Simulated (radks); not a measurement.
Values are calculated unless marked as measured or tabulated.
Question: The mean radii <r> (bohr) of the occupied orbitals of an atom or ion are listed with their occupations. Level of theory: non-relativistic Kohn-Sham, LB94 model potential, spin-polarised, spherical densities, point nucleus (a radial shooting solver on a logarithmic mesh with Libxc functionals).

| orbital | occ. | <r> |
|---|---|---|
| 1s down | 1 | 0.01822 |
| 1s up | 1 | 0.01822 |
| 2s down | 1 | 0.07653 |
| 2s up | 1 | 0.07653 |
| 2p down | 3 | 0.06460 |
| 2p up | 3 | 0.06460 |
| 3s up | 1 | 0.1919 |
| 3s down | 1 | 0.1918 |
| 3p up | 3 | 0.1824 |
| 3p down | 3 | 0.1824 |
| 3d up | 5 | 0.1588 |
| 3d down | 5 | 0.1587 |
| 4s up | 1 | 0.4115 |
| 4s down | 1 | 0.4118 |
| 4p up | 3 | 0.4118 |
| 4p down | 3 | 0.4122 |
| 4d up | 5 | 0.4094 |
| 4d down | 5 | 0.4099 |
| 4f up | 7 | 0.3962 |
| 4f down | 4 | 0.3965 |

Name the element and its charge. Open shells, if any, are filled with parallel spins first.

Answer: Z = 83, bismuth, charge +26: Bi26+ in [Kr] 4d10 4f11. The 1s radius gives Z: for a bare nucleus <r> = 1.5/Z, 0.01807 bohr for Z = 83, and screening makes it slightly larger (0.01822 here). The occupations add up to 57, and the charge is Z minus that.
